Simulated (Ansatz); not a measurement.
Start from `C=C[SiH2]S[SiH3]` and change one atom or group to get `BO[SiH2]S[SiH3]`.

Ansatz, PBE0-D4/def2-TZVP geometries, multiplicity 1. Each molecule was computed in one conformer, which needn't be the lowest.

```
                                        property  `C=C[SiH2]S[SiH3]`
           HOMO–LUMO gap (B3LYP/def2-TZVPP) / eV                6.05
            HOMO–LUMO gap (PBE0/def2-TZVPP) / eV                6.48
              LUMO energy (PBE0/def2-TZVPP) / eV               -0.91
size of the dipole moment (B3LYP/def2-TZVPP) / D                1.70
           HOMO energy (ωB97M-V/def2-TZVPP) / eV               -9.55
             HOMO–LUMO gap (PBE/def2-TZVPP) / eV                4.34
```

Problem. What does the change do to each property? (Estimate.)

Solution. Ansatz gave: 
| property | `BO[SiH2]S[SiH3]` | shift |
| --- | --- | --- |
| HOMO–LUMO gap (B3LYP/def2-TZVPP) / eV | 6.59 | 0.54 |
| HOMO–LUMO gap (PBE0/def2-TZVPP) / eV | 7.09 | 0.61 |
| LUMO energy (PBE0/def2-TZVPP) / eV | -0.73 | 0.18 |
| size of the dipole moment (B3LYP/def2-TZVPP) / D | 0.94 | -0.76 |
| HOMO energy (ωB97M-V/def2-TZVPP) / eV | -10.00 | -0.45 |
| HOMO–LUMO gap (PBE/def2-TZVPP) / eV | 4.88 | 0.54 |

With PBE0 the HOMO falls by 0.44 eV and the LUMO rises by 0.18 eV, so the gap widens by about 0.62 eV. PBE moves the HOMO by -0.41 eV and ωB97M-V by -0.45 eV. Dipoles are sizes alone; their direction can turn.

Positive LUMOs are unbound, so they and the gaps depend on the basis.

B3LYP here is the variant with VWN-RPA as its local correlation; programs differ in this.
